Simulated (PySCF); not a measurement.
Sn(OH)(NH2)3 (H₇N₃OSn), SMILES [NH2][Sn]([NH2])([NH2])[OH]. Coordinates come from a PBE-D3(BJ)/def2-SVP optimisation. The structure was generated by enumeration; whether it is a known compound was not checked. The def2 effective core potentials stand for the cores of Sn; spin–orbit coupling is left out. Other conformers were not sampled.

Computed equilibrium geometry at PBE-D3(BJ)/def2-SVP (PySCF confirms it by a frequency run) as Cartesian coordinates in Å (one conformer of several):
```xyz
12

N     -1.2735    -1.5154    -0.5745
Sn     0.0073     0.0005    -0.0061
N      1.9997    -0.5034     0.1383
N     -0.2766     1.4836    -1.4214
O     -0.4530     0.4561     1.9049
H     -0.8799    -2.4185    -0.2722
H     -1.3034    -1.5572    -1.6040
H      2.5490     0.0368    -0.5451
H      2.3421    -0.2344     1.0721
H     -1.2859     1.6288    -1.5724
H      0.0820     2.3790    -1.0589
H     -1.3939     0.2365     2.0515
```
